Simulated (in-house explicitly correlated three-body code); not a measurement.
Computed with an exponentially correlated three-body code. Model: two electrons around a point charge, non-relativistic, variational in 260 exponentially correlated functions (energies converged to about 1e-7 hartree, or 1e-8 relative for large Z), ground state as one setting changes.

Given: nuclear charge 2.5.

```
mass of the centre (electron masses)  ground energy (hartree)  binding of second electron (eV)  mean radius (bohr)  mean distance of electrons (bohr)  mean cosine of angle
                                 0.4              -1.47669155                           15.887              2.1896                             2.7441               0.23764
                                 0.5              -1.70060494                           17.931              1.9185                             2.4581               0.21183
                                 0.7              -2.06481853                           21.172              1.6002                             2.1144               0.17333
                                   1                        ?                                ?                   ?                                  ?                     ?
                                 1.4                        ?                                ?                   ?                                  ?                     ?
                                   2              -3.23851897                           31.434              1.0479                             1.4885              0.068098
                                   3              -3.62735297                           34.929             0.94027                             1.3601              0.037277
                                   5              -4.02254859                           38.596             0.85078                             1.2512               0.00726
                                   7              -4.22327296                           40.515             0.81127                             1.2024             -0.007581
                                  10              -4.38935339                           42.135             0.78109                             1.1649             -0.019687
                                  15              -4.52917217                           43.524             0.75726                             1.1351             -0.029771
                                  25              -4.64857848                           44.729             0.73795                             1.1108             -0.038311
                                  50              -4.74298547                           45.695             0.72331                             1.0923             -0.045021
                                 100              -4.79186322                             46.2             0.71593                             1.0829             -0.048481
                              206.77              -4.81755925                           46.466             0.71211                             1.0781             -0.050296
                                 500              -4.83180935                           46.614             0.71001                             1.0754             -0.051302
                                1000               -4.8368567                           46.667             0.70927                             1.0745             -0.051658
                                5000              -4.84090333                           46.709             0.70867                             1.0737             -0.051943
                              100000              -4.84186556                           46.719             0.70853                             1.0736             -0.052011
```

Problem. What follows for mass of the centre = 1?

Solution. ground energy -2.4709054 hartree; binding of second electron 24.719 eV; mean radius 1.3526 bohr; mean distance of electrons 1.8395 bohr; mean cosine of angle 0.13425.

Problem. What follows for mass of the centre = 1.4?

Solution. ground energy -2.85378851 hartree; binding of second electron 28.051 eV; mean radius 1.1813 bohr; mean distance of electrons 1.6441 bohr; mean cosine of angle 0.10022.
